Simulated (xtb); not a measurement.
F6Mo, charge -1, doublet, geometry from GFN2-xTB (such geometries of metal compounds can be far from the true shape) (the multiplicity is a formal guess); GFN2-xTB in xtb.

The xtb input:
```
$ xtb mol.xyz --gfn 2 --chrg -1 --uhf 1 --json

# file mol.xyz
7

Mo    -0.00000000    -0.00000000    -0.00000000
F      1.14023768    -0.48120813    -1.45171224
F     -1.14023768     0.48120813     1.45171224
F     -1.11259570     0.74936569    -1.12227778
F     -0.93077908    -1.65515604    -0.18242930
F      0.93077908     1.65515604     0.18242930
F      1.11259570    -0.74936569     1.12227778
```

It wrote (shortened):

```
   ID    Z sym.   atoms
    1   42 Mo     1
    2    9 F      2-7

           -------------------------------------------------
          |                Calculation Setup                |
           -------------------------------------------------

           -------------------------------------------------
          |                 G F N 2 - x T B                 |
           -------------------------------------------------

          ...................................................
          :                      SETUP                      :
          :.................................................:
          :  # basis functions                  34          :
          :  # atomic orbitals                  33          :
          :  # shells                           15          :
          :  # electrons                        49          :
          :  max. iterations                   250          :
          :  Hamiltonian                  GFN2-xTB          :
          :  restarted?                      false          :
          :  GBSA solvation                  false          :
          :  PC potential                    false          :
          :  electronic temp.          300.0000000     K    :
          :  accuracy                    1.0000000          :
          :  -> integral cutoff          0.2500000E+02      :
          :  -> integral neglect         0.1000000E-07      :
          :  -> SCF convergence          0.1000000E-05 Eh   :
          :  -> wf. convergence          0.1000000E-03 e    :
          :  Broyden damping             0.4000000          :
          :  net charge                         -1          :
          :  unpaired electrons                  1          :
          ...................................................

 iter      E             dE          RMSdq      gap      omega  full diag
   1    -31.0493248 -0.310493E+02  0.578E+00    0.76       0.0  T
   2    -31.0645183 -0.151935E-01  0.401E+00    0.54       1.0  T
   3    -31.0597648  0.475354E-02  0.196E+00    0.40       1.0  T
   4    -31.0678954 -0.813065E-02  0.666E-01    0.40       1.0  T
   5    -31.0678825  0.129023E-04  0.361E-01    0.38       1.0  T
   6    -31.0679677 -0.852235E-04  0.499E-02    0.40       1.0  T
   7    -31.0679733 -0.560398E-05  0.335E-02    0.40       1.1  T
   8    -31.0679745 -0.116308E-05  0.106E-02    0.40       3.6  T
   9    -31.0679752 -0.726596E-06  0.281E-04    0.40     134.7  T
  10    -31.0679752 -0.213408E-09  0.436E-04    0.40      86.7  T

   *** convergence criteria satisfied after 10 iterations ***

         :::::::::::::::::::::::::::::::::::::::::::::::::::::
         ::                     SUMMARY                     ::
         :::::::::::::::::::::::::::::::::::::::::::::::::::::
         :: total energy             -31.045331737680 Eh    ::
         :: gradient norm              0.000043210380 Eh/a0 ::
         :: HOMO-LUMO gap              0.401667572686 eV    ::
         ::.................................................::
         :: SCC energy               -31.067973825198 Eh    ::
         :: -> isotropic ES            0.266982298830 Eh    ::
         :: -> anisotropic ES         -0.005715810956 Eh    ::
         :: -> anisotropic XC         -0.001076006382 Eh    ::
         :: -> dispersion             -0.005017370565 Eh    ::
         :: repulsion energy           0.022642087519 Eh    ::
         :: add. restraining           0.000000000000 Eh    ::
         :: total charge              -1.000000000972 e     ::
         :::::::::::::::::::::::::::::::::::::::::::::::::::::

           -------------------------------------------------
          |                Property Printout                |
           -------------------------------------------------

    * Orbital Energies and Occupations

         #    Occupation            Energy/Eh            Energy/eV
      -------------------------------------------------------------
         1        2.0000           -0.7042474             -19.1635
       ...           ...                  ...                  ...
        13        2.0000           -0.3449385              -9.3863
        14        2.0000           -0.3385602              -9.2127
        15        2.0000           -0.3315364              -9.0216
        16        2.0000           -0.3299067              -8.9772
        17        2.0000           -0.3248582              -8.8398
        18        2.0000           -0.3248582              -8.8398
        19        2.0000           -0.3243700              -8.8266
        20        2.0000           -0.3243700              -8.8266
        21        2.0000           -0.3194961              -8.6939
        22        2.0000           -0.3167593              -8.6195
        23        2.0000           -0.3167593              -8.6195
        24        2.0000           -0.3166279              -8.6159
        25        0.9994           -0.1628624              -4.4317 (HOMO)
        26        0.0003           -0.1481014              -4.0300 (LUMO)
        27        0.0003           -0.1481014              -4.0300
        28                          0.2324671               6.3258
        29                          0.3272927               8.9061
        30                          0.4444331              12.0936
        31                          0.5406404              14.7116
        32                          0.5406404              14.7116
        33                          0.5736843              15.6107
      -------------------------------------------------------------
                  HL-Gap            0.0147610 Eh            0.4017 eV
             Fermi-level           -0.1977782 Eh           -5.3818 eV

     #   Z          covCN         q      C6AA      α(0)
     1  42 Mo       4.404     1.362   315.553    36.536
     2   9 F        0.733    -0.435    13.972     4.414
     3   9 F        0.733    -0.435    13.972     4.414
     4   9 F        0.736    -0.312    12.461     4.169
     5   9 F        0.733    -0.435    13.972     4.414
     6   9 F        0.733    -0.435    13.972     4.414
     7   9 F        0.736    -0.312    12.461     4.169

 Mol. C6AA /au·bohr⁶  :       1515.524486
 Mol. C8AA /au·bohr⁸  :      76383.459713
 Mol. α(0) /au        :         62.531479

Wiberg/Mayer (AO) data.
largest (>0.10) Wiberg bond orders for each atom

 ---------------------------------------------------------------------------
     #   Z sym  total        # sym  WBO       # sym  WBO       # sym  WBO
 ---------------------------------------------------------------------------
     1  42 Mo   5.618 --     4 F    1.063     7 F    1.063     2 F    0.873
                             3 F    0.873     6 F    0.873     5 F    0.873
     2   9 F    0.994 --     1 Mo   0.873
     3   9 F    0.994 --     1 Mo   0.873
     4   9 F    1.210 --     1 Mo   1.063
     5   9 F    0.994 --     1 Mo   0.873
     6   9 F    0.994 --     1 Mo   0.873
     7   9 F    1.210 --     1 Mo   1.063
 ---------------------------------------------------------------------------

Topologies differ in total number of bonds
Writing topology from bond orders to xtbtopo.mol

molecular dipole:
                 x           y           z       tot (Debye)
 q only:        0.000       0.000      -0.000
   full:        0.000       0.000       0.000       0.000
molecular quadrupole (traceless):
                xx          xy          yy          xz          yz          zz
 q only:        0.480      -1.834      -1.007       2.746      -1.850       0.528
  q+dip:        0.607      -2.320      -1.275       3.475      -2.340       0.668
   full:        0.656      -2.505      -1.376       3.751      -2.526       0.721

           -------------------------------------------------
          | TOTAL ENERGY              -31.045331737680 Eh   |
          | GRADIENT NORM               0.000043210380 Eh/α |
          | HOMO-LUMO GAP               0.401667572686 eV   |
           -------------------------------------------------

normal termination of xtb
```
